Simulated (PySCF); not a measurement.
Species: C9H9N.
Numbering: `[CH2:1]=[CH:2]/[CH:3]=[CH:4]\[c:5]1[cH:6][cH:7][n:8][cH:9][cH:10]1` (hydrogens: H11, H12 on C1; H13 on C2; H14 on C3; H15 on C4; H16 on C6; H17 on C7; H18 on C9; H19 on C10)

Structure used (PBE0-D3(BJ)/def2-SVP), in Å, numbered top down from 1:
```
atom  x, y, z in Å
C1     2.2369    0.9710    2.6124
C2     1.4006    0.7042    1.5973
C3     1.8490    0.2520    0.2930
C4     1.0860   -0.1272   -0.7553
C5    -0.3728   -0.2631   -0.8116
C6    -1.1518   -0.7380    0.2549
C7    -2.5321   -0.8403    0.0975
N8    -3.1779   -0.5190   -1.0205
C9    -2.4424   -0.0871   -2.0429
C10   -1.0582    0.0487   -1.9958
H11    3.3179    0.8315    2.5111
H12    1.8689    1.3343    3.5745
H13    0.3268    0.8607    1.7390
H14    2.9339    0.2652    0.1379
H15    1.6030   -0.3370   -1.6977
H16   -0.6850   -1.0599    1.1871
H17   -3.1467   -1.2132    0.9254
H18   -2.9846    0.1658   -2.9616
H19   -0.5115    0.4064   -2.8717
```

The closed-shell ground state was solved at several levels (PySCF, density fitting, gas phase, non-relativistic).

```json
{"level": "PBE0/pcSseg-1", "basis functions": "215", "total energy (Eh)": "-402.5490", "HOMO (eV)": "-6.77", "LUMO (eV)": "-1.81", "gap (eV)": "4.96", "dipole (D)": "2.61"}
{"level": "CAM-B3LYP/def2-SVPD", "basis functions": "272", "total energy (Eh)": "-402.5797", "HOMO (eV)": "-7.93", "LUMO (eV)": "-0.78", "gap (eV)": "7.15", "dipole (D)": "2.63"}
```

(1) What might wB97X-D/pcSseg-1 (215 basis functions) give for the same quantities?

(2) Over all these levels, which gives the widest orbital gap and which the narrowest?

(3) How far do the dipole and the HOMO energy spread over the levels?

Results:

(1) Total energy -402.8839 Eh, HOMO -8.46 eV, LUMO -0.14 eV, gap 8.32 eV, dipole 2.63 D.

(2) wB97X-D/pcSseg-1 (range-separated hybrid) has the widest, 8.32 eV, and PBE0/pcSseg-1 (global hybrid, 25 % exact exchange) the narrowest, 4.96 eV. The two share the basis. From the narrowest to the widest the HOMO moves by -1.69 eV and the LUMO by +1.67 eV.

(3) The dipole runs from 2.61 to 2.63 D (mean 2.62 D) and the HOMO from -8.46 to -6.77 eV.

One conformer stands for the species.

Note: wB97X-D ran without an empirical dispersion term, which enters the total energy and its gradient alone.
